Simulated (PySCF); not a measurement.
Excitations are Tamm–Dancoff values on a coarser integration grid. The basis has no diffuse functions, so Rydberg states are missing or too high.

Cartesian coordinates (Å):
```xyz
7

N      1.2460     0.1732     0.2998
Sn    -0.7692     0.0061    -0.0311
H      1.7404     0.5979    -0.4763
H      1.6910    -0.7176     0.4889
H     -1.1661    -0.9750    -1.3888
H     -1.3282     1.6008    -0.2849
H     -1.4140    -0.6855     1.3923
```
Charge 0, spin multiplicity 1.

**Question.** Estimate the HOMO–LUMO gap, T1 excitation (TDA) and total energy that M06-2X/def2-TZVP // B3LYP-D3(BJ)/def2-TZVP (PySCF) returns for this input.

**Answer.** 
```
Property                  Result
-------------------  -----------
HOMO–LUMO gap            8.93 eV
T1 excitation (TDA)      5.28 eV
total energy         -7400.30 eV
```
